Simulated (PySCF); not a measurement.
Calculated NMR parameters of c1coc(B2NCCN2)c1

```yaml
Formula: C6H9BN2O
SMILES: c1coc(B2NCCN2)c1
InChI: InChI=1S/C6H9BN2O/c1-2-6(10-5-1)7-8-3-4-9-7/h1-2,5,8-9H,3-4H2
Point_group_of_the_computed_structure: C1
Carbon_signals: 5
Proton_signals: 5
```

Numbering as in the mapped SMILES `[cH:1]1[cH:2][o:3][c:4]([B:5]2[NH:6][CH2:7][CH2:8][NH:9]2)[cH:10]1`; H(Xn) means a hydrogen on atom n.

Theory: GIAO KT2/pcSseg-1 shieldings, PBE0-D3(BJ)/def2-SVP structure, in PySCF (rapidly exchanging positions averaged, non-relativistic Hamiltonian, no solvent model, one computed conformer).

References, each an isolated molecule treated in the same way: $^{1}$H (σ = 31.18 ppm), $^{13}$C (σ = 183.22 ppm) against TMS; $^{11}$B (σ = 99.90 ppm) vs BF3·OEt2; $^{15}$N (σ = 264.30 ppm) vs NH3; $^{17}$O (σ = 330.66 ppm) vs H2O.

| carbon | δC, type | δH (multiplicity) | HMBC from (2–3 bonds) | span of the C tensor (ppm) |
| --- | --- | --- | --- | --- |
| C1 | 106.0, CH | 6.35 (m) | H(C2), H(C10) | 159 |
| C2 | 139.0, CH | 7.40 (m) | H(C10), H(C1) | 132 |
| C4 | 148.5, C | – | H(C2), H(C10), H(C1) | 138 |
| C7/C8 | 49.2, CH2 | 3.50 (s) | H(C7)/H(C8) | 50 |
| C10 | 113.3, CH | 6.62 (m) | H(C2), H(C1) | 170 |

Other nuclei:
```
      atoms   nucleus                                                  environment  δ (ppm)  σ (ppm)
H(N6)/H(N9)   $^{1}$H  hydrogen on a nitrogen bonded to C, B, in a 5-membered ring     2.44    28.74
         B5  $^{11}$B                 boron bonded to C, 2 N, in a 5-membered ring     20.5     79.3
      N6/N9  $^{15}$N             nitrogen bonded to C, B, H, in a 5-membered ring     77.6    186.7
         O3  $^{17}$O                                         aromatic ring oxygen    306.3     24.4
```

1. δC 148.5: substituted aromatic carbon next to the ring oxygen.
2. δC 139.0: aromatic CH next to the ring oxygen.
3. δC 113.3, 106.0: aromatic CH.
4. δH 7.40: hydrogen on an aromatic CH next to the ring oxygen; it sits in the deshielding region of the aromatic ring current.
5. δH 2.44: hydrogen on a nitrogen bonded to C, B, in a 5-membered ring; labile proton, position sensitive to the medium.

Exchangeable OH/NH protons stand at their gas-phase positions; hydrogen bonding in a real sample shifts them, mostly to higher δ. A carbon bonded to boron is broadened by the quadrupolar boron nucleus and is often missing from a measured spectrum. Shifts are as computed. Against solution values, carbons near 30 ppm lie about +2 ppm off and those near 130 ppm about -5 ppm. Of 1211 compounds with measured shifts, 218 miss one by over three times the rms of a fit or turn the order of signals round; such compounds aren't used in these exercises. Unscaled 17O shifts of doubly bonded oxygen tend to come out too high, by tens of ppm or more. Experimental scales use liquid or dissolved standards, which lie at an offset from isolated NH3 (liquid NH3: subtract about 20 ppm) and H2O (liquid H2O: subtract about 36 ppm). Multiplicities follow the n + 1 count of equivalent neighbours, as no J values were calculated; m marks all less simple cases, F and P coupling included.
